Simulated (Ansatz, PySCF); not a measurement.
Pulling on the K1–H2 bond in KH (multiplicity 1 held). Energies count from the point at 2.265 Å.


R- and RO- levels are restricted; in cc, def2 and unpolarised 6-31G sets they are followed outwards from rest.

Rows in 6-31G* carry no dispersion term and start afresh at each structure (6-31G* with six Cartesian d functions); the Pople sets are all-electron and without relativity.

Programs: Ansatz (Gaussian basis) for Hartree–Fock, density functionals and correlated methods; PySCF for 6-31G* rows. Values without a source in brackets are computed.

Q: What energy at R = 9.062 Å does R-wB97X-V/def2-TZVPP give?

A: 86.6 kcal/mol

Q: Give the energy at R = 9.062 Å at the level R-HF/6-31G*.

A: 95.1 kcal/mol

Doubts at one or more of the structures used: a restricted determinant that unrestricted orbitals would lower (R-HF/6-31G*, R-wB97X-V/def2-TZVPP).

Ansatz is a first-principles code.
